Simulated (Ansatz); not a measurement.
Input for Ansatz (development build ahead of 0.2.0):

```yaml
crystal:
  periodic: [false, false, false]
  atoms:
    - { symbol: Cu, position_ang: [-0.06296, -0.03048, -0.04674] }
    - { symbol: H, position_ang: [-0.07033, -0.00779, 2.11551] }
basis:
  gaussian: { orbitals: def2-SVP }
hamiltonian:
  xc: hf
```

The input is written out in the form of the current development build from the run's settings.

Output:

| Property | Result |
| --- | --- |
| Converged | yes |
| Total energy | -1639.20616 hartree |
| Spin squared of the determinant | 0.000 |

Caution: stretched shape with no unrestricted run beside it, a lower state can exist.
